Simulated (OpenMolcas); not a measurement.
Mo4+: moving or changing the point charges

Mo4+ among 6 point charges of -1.7 e arranged as an octahedron (Oh), 1.71 Å from the ion.
```
   1.7100    0.0000    0.0000  -1.70
   0.0000    1.7100    0.0000  -1.70
  -1.7100    0.0000    0.0000  -1.70
   0.0000   -1.7100    0.0000  -1.70
   0.0000    0.0000    1.7100  -1.70
   0.0000    0.0000   -1.7100  -1.70
```

```yaml
Program: OpenMolcas
Method: CASSCF
Basis: ANO-RCC-VDZP [6s5p3d1f]
Scalar_Hamiltonian: DKH2, point nucleus
Active_space: 2 electrons in 5 orbitals (4d)
State_averaging: 2S+1 = 3 even, 10 roots; 2S+1 = 1 even, 15 roots
Spin-orbit_coupling: RASSI with atomic mean-field integrals over the reference wave functions
```

Runs around this geometry, states (labels of O, the rotations of Oh). Energies in cm-1 above the lowest state or level, χT in cm3 K/mol; under a threefold ground state the first gap can be a small split of the lowest multiplet, not the spin-orbit step; 10Dq and B are least-squares fits to the states below 45000 cm-1, weighted by degeneracy, with a free offset, and given where the rms deviation is under 5 % of |10Dq| (or 100 cm-1) and under 700 cm-1.

| R (Å) | q (e) | Ground state | First state of that spin | 10Dq | B (rms of fit) | First gap with spin-orbit (degeneracies) | χT at 300 K | First state of another spin |
| --- | --- | --- | --- | --- | --- | --- | --- | --- |
| 1.89 | -1.1 | 3T1 | 3T2 7323 | 8628 | 853 (108) | 183.8 (2, 3) | 0.222 | 1T2 12282 |
| 1.71 | -1.7 | 3T1 | 3T2 19291 | 21328 | 816 (185) | 59.4 (2, 3) | 0.318 | 1T2 11423 |
| 2.11 | -1.7 | 3T1 | 3T2 6754 | 8024 | 855 (113) | 198.3 (2, 3) | 0.216 | 1T2 12292 |

Taking |10Dq| as R^-n, n = -ln(8024 / 21328) / ln(2.11 / 1.71) = 4.7 between the shortest and longest distance. The point-charge formula for a cubic d site gives n = 5.

An orbital triplet at a regular site is open to Jahn-Teller coupling, which can distort the site and quench the lowest spin-orbit gaps and is left out. Without dynamic correlation the repulsion within the d shell is too large (B by tens of per cent), so at a given field states of lower spin stand too high. This field is weak: 10Dq is about 8628 cm-1, while octahedral complexes of 4d ions of charge 3 and more, computed by the same method with explicit ligands, had a median near 25000 cm-1. Ground spin and moment need not be those of a real site (figures for R = 1.89, q = -1.1; the like holds for R = 2.11, q = -1.7). This is an electrostatic model: the charges have no orbitals. No measured value stands beside these numbers.
